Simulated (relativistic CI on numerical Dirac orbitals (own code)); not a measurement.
# Hyperfine structure of Os IX, mass number 187

Calculated at this level of theory: Dirac-Coulomb-Breit CI, orbitals from a KLI potential per configuration, a model potential for QED, unscaled Slater integrals (own radial code, finite nucleus).

Configurations in the expansion (outside the closed core [Kr] 4d10): 4f¹⁴5s²5p⁶, 4f¹⁴5s²5p⁵5d, 4f¹⁴5s5p⁶5d, 4f¹⁴5s²5p⁵5f, 4f¹³5s²5p⁶5d, 4f¹⁴5s²5p⁵6s, 4f¹⁴5s²5p⁵5g, 4f¹³5s²5p⁶6s, 4f¹⁴5s5p⁶5f, 4f¹⁴5s²5p⁵6p, 4f¹⁴5p⁶5d², 4f¹⁴5p⁵5d³, 4f¹⁴5p⁵5d²5f, 4f¹³5p⁶5d³, 4f¹⁴5p⁵5d²6s, 4f¹⁴5p⁵5d²5g. Double excitations out of closed p, d and f shells are left out; levels of such configurations are missing from the list, as are those of other unlisted configurations, and high levels can miss mixing partners. These lack a partner that the ground configuration has and come out too high: 4f¹³5s²5p⁶6s, 4f¹⁴5s²5p⁵6p.

Nuclear spin I = 1/2, μ = 0.06442 μN (tables of Stone and Pyykkö). The electronic factors are computed for point nuclear moments, without core polarisation or the Bohr-Weisskopf and QED corrections.

```csv
Level,E (eV),A (MHz)
4f¹⁴5s²5p⁵5d ³P°1,46.1241,371.3
4f¹⁴5s²5p⁵5d ³F°3,47.7148,694.5
4f¹⁴5s²5p⁵5d ³F°4,48.2295,472.5
4f¹⁴5s²5p⁵5d ¹D°2,49.2828,363.3
4f¹⁴5s²5p⁵5d ³D°3,51.1125,402.3
4f¹⁴5s²5p⁵5d ³D°1,55.0606,-410.4
4f¹³5s²5p⁶5d ³P°2,59.6102,132.6
4f¹³5s²5p⁶5d ³H°5,60.5183,263.6
```

Levels with J = 0, under 50 % of one LS term, or S terms without an open s electron are left out. Small factors come from cancelling terms and can be off by tens of per cent or more.

At this charge configurations can still be misplaced by up to about 7 % of their energy. Levels and lines within the n = 5 or 6 shells can be off by up to 10 % or somewhat more, and those that change n by about 2 %, since core polarisation is missing. Levels that differ in their count of f electrons can be misplaced by several ten thousand cm⁻¹, since the correlation energy of f electrons is missing or only estimated; rates across such gaps can be off by orders of magnitude.

Give the hyperfine levels of 4f¹⁴5s²5p⁵5d ³P°1 relative to its centre of gravity.

With K = F(F + 1) − I(I + 1) − J(J + 1), E = AK/2: F = 1/2: -371.3, F = 3/2: 185.6 MHz.

LS names give the leading component of a level, which can be under half, so a name can repeat, a term be missing and a line seem to break the LS rules.
